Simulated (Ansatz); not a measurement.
Ansatz (a first-principles code) input (B3LYP-D3(BJ)/def2-TZVP):

Ansatz 0.2 input:
```yaml
crystal:
  periodic: [false, false, false]
  atoms:
    - {symbol: C, position_ang: [-1.66056832, -0.09831336, 0.00433788]}
    - {symbol: C, position_ang: [-0.38546424, 0.35380889, 0.07419001]}
    - {symbol: C, position_ang: [0.78886708, -0.39048724, -0.11266997]}
    - {symbol: C, position_ang: [2.03857539, 0.14516340, -0.02103395]}
    - {symbol: N, position_ang: [3.12028350, 0.58586219, 0.05101537]}
    - {symbol: H, position_ang: [-2.50899188, 0.55257760, 0.16369211]}
    - {symbol: H, position_ang: [-1.88707209, -1.13300468, -0.21310541]}
    - {symbol: H, position_ang: [-0.24118275, 1.41138292, 0.30070769]}
    - {symbol: H, position_ang: [0.71803227, -1.45115963, -0.34168615]}
basis:
  gaussian:
    orbitals: def2-TZVP
hamiltonian:
  xc: b3lyp
  dispersion: d3bj
total_charge: -1
relax: {f_tol: 0.002, max_steps: 150}
```

End of the output:

```
mean field -5705.05353781 eV, -209.6568504903 hartree, gradient 2.3e-5 eV, S^2 0.000000; 0 other end points of the search recorded, 0 dependent functions left out
the calculation of the forces begins
reference -5705.05379999 eV, -209.6568601253 hartree; 18, 18 occupied and 161, 161 virtual orbitals, 1051 factors
relax step   6: F+E_penalty+E_count = -5705.34735707 eV  Δ(F+E_penalty+E_count) = -1.300e-6 eV  max|allowed force component| = 3.791e-3 eV/Å  Δτ_max = 0.0007 Å  (35 SCF iters, accepted)
these checks for a lower state are left out or cut short: starts, cluster_reference, orbital_swaps, neighbouring_geometries, increment
integrals: 0.07 GiB planned
1051 factors; their error is unknown
mean field: 0.77 GiB planned
mean field -5705.05353982 eV, -209.6568505642 hartree, gradient 2.3e-5 eV, S^2 0.000000; 0 other end points of the search recorded, 0 dependent functions left out
the calculation of the forces begins
reference -5705.05380199 eV, -209.6568601988 hartree; 18, 18 occupied and 161, 161 virtual orbitals, 1051 factors
relax step   7: F+E_penalty+E_count = -5705.34735784 eV  Δ(F+E_penalty+E_count) = -7.703e-7 eV  max|allowed force component| = 3.440e-4 eV/Å  Δτ_max = 0.0003 Å  (35 SCF iters, accepted)
integrals: 0.07 GiB planned
1051 factors; their error is unknown
mean field: 0.77 GiB planned
mean field evaluation 64: about -5705.0585 eV, gradient 2.5e-4 eV
mean field -5705.05353982 eV, -209.6568505642 hartree, gradient 2.3e-5 eV, S^2 0.000000; 1 other end points of the search recorded, 0 dependent functions left out
the calculation of the forces begins
reference -5705.05380199 eV, -209.6568601988 hartree; 18, 18 occupied and 161, 161 virtual orbitals, 1051 factors
Total energy: -5705.34762001 eV, -209.6676578119 hartree
Atom 0 at    -1.689908    -0.095841     0.005529 Å, force     0.000008    -0.000069     0.000034 eV/Å
Atom 1 at    -0.391930     0.322276     0.068375 Å, force     0.000221     0.000162    -0.000121 eV/Å
Atom 2 at     0.801418    -0.410741    -0.116227 Å, force    -0.000298    -0.000344    -0.000040 eV/Å
Atom 3 at     2.065299     0.159699    -0.019686 Å, force     0.000015     0.000145     0.000178 eV/Å
Atom 4 at     3.137595     0.626090     0.058425 Å, force     0.000037    -0.000034    -0.000064 eV/Å
Atom 5 at    -2.507454     0.593548     0.172534 Å, force     0.000119    -0.000049     0.000078 eV/Å
Atom 6 at    -1.948906    -1.127316    -0.212611 Å, force    -0.000093    -0.000033    -0.000057 eV/Å
Atom 7 at    -0.239471     1.378570     0.294200 Å, force     0.000004    -0.000094    -0.000062 eV/Å
Atom 8 at     0.755837    -1.470455    -0.345091 Å, force    -0.000013     0.000316     0.000054 eV/Å
Dipole moment:    -0.536795    -0.151653    -0.021371 e Å
```

It need not be the lowest isomer of its formula. Whether it binds its extra electron was not tested at this geometry.
